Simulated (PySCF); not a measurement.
**Polarisability and C₆ of Sm (samarium, neutral)**

[Xe] 4f6 6s2, high-spin 7F determinant. Computed with PySCF 2.14 in ANO-RCC-VTZP (8s7p5d3f2g1h, 104 functions), with the spin-free X2C one-electron Hamiltonian (Gaussian nucleus). Coupled (time-dependent) response in atomic units; α is the mean over directions. The basis has no added diffuse functions, which lowers α and C₆.

```csv
method,mean α (bohr³),"α xx, yy, zz",C₆ (like pair),S(−4)
UHF,191.3,"192.5, 192.5, 188.9",3380,16240
```

S(−4) is the Cauchy moment in α(ω) = α(0) + S(−4) ω² + …

Reference α: 192 ± 20 bohr³ (recommended; Schwerdtfeger and Nagle, table of static dipole polarizabilities (2023 update)). Published C₆: 3130 (Gould and Bucko (2016)).

Spin-orbit coupling is absent.

α(iu) at UHF:

```json
{"u (hartree)": "0", "α(iu) (bohr³)": "191.3"}
{"u (hartree)": "0.0500", "α(iu) (bohr³)": "161.0"}
{"u (hartree)": "0.100", "α(iu) (bohr³)": "111.2"}
{"u (hartree)": "0.200", "α(iu) (bohr³)": "53.28"}
{"u (hartree)": "0.300", "α(iu) (bohr³)": "31.16"}
{"u (hartree)": "0.500", "α(iu) (bohr³)": "15.92"}
{"u (hartree)": "0.750", "α(iu) (bohr³)": "9.614"}
{"u (hartree)": "1.00", "α(iu) (bohr³)": "6.734"}
{"u (hartree)": "1.50", "α(iu) (bohr³)": "4.002"}
{"u (hartree)": "2.00", "α(iu) (bohr³)": "2.718"}
{"u (hartree)": "3.00", "α(iu) (bohr³)": "1.536"}
{"u (hartree)": "5.00", "α(iu) (bohr³)": "0.7158"}
```

The components differ because the open shell of this determinant is not spherical; for a pure term their mean is the scalar polarisability.

Spin-orbit coupling, absent here, splits the open shell strongly.
